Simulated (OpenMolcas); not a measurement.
**Fe2+: moving or changing the point charges**

Fe2+ among 4 point charges of -2 e arranged as a tetrahedron (Td), 2.04 Å from the ion.

```json
{"Program": "OpenMolcas 26.06", "Method": "CASSCF", "Basis": "ANO-RCC-VTZP [6s5p3d2f1g]", "Scalar Hamiltonian": "DKH2, point nucleus", "Active space": "6 electrons in 5 orbitals (3d)", "State averaging": "2S+1 = 5 even, 5 roots; 2S+1 = 3 even, 45 roots; 2S+1 = 1 even, 50 roots", "Spin-orbit coupling": "RASSI with atomic mean-field integrals over the reference wave functions"}
```

Runs around this geometry, states (labels of Td). Energies in cm-1 above the lowest state or level, χT in cm3 K/mol.

```json
{"R (Å)": "2.04", "q (e)": "-1", "Ground state": "5E", "First state of that spin": "5T2 963.0", "First gap with spin-orbit (degeneracies)": "31.4 (1, 3)", "χT at 300 K": "4.516", "First state of another spin": "3T1 22240"}
{"R (Å)": "2.04", "q (e)": "-2", "Ground state": "5E", "First state of that spin": "5T2 1513", "First gap with spin-orbit (degeneracies)": "28.7 (1, 3)", "χT at 300 K": "4.055", "First state of another spin": "3T1 21974"}
{"R (Å)": "2.28", "q (e)": "-2", "Ground state": "5E", "First state of that spin": "5T2 1009", "First gap with spin-orbit (degeneracies)": "31.3 (1, 3)", "χT at 300 K": "4.466", "First state of another spin": "3T1 22211"}
```

Taking the first state of the same spin as R^-n, n = -ln(1009 / 1513) / ln(2.28 / 2.04) = 3.6 between the shortest and longest distance.

Scaling the charges by -1 / -2 = 0.50 scales the first state of the same spin by 963 / 1513 = 0.64; with fixed orbitals a first-order splitting would follow the charge.

An orbital doublet at a regular site is open to a Jahn-Teller distortion, which this geometry leaves out. Without dynamic correlation the repulsion within the d shell is too large (B by tens of per cent), so at a given field states of lower spin stand too high. The ground term spreads over less than 5000 cm-1, several times less than with real ligands, so orbital moments are less quenched and χT lies further from the spin-only value than at real sites. This is an electrostatic model: the charges have no orbitals. No measured value stands beside these numbers.
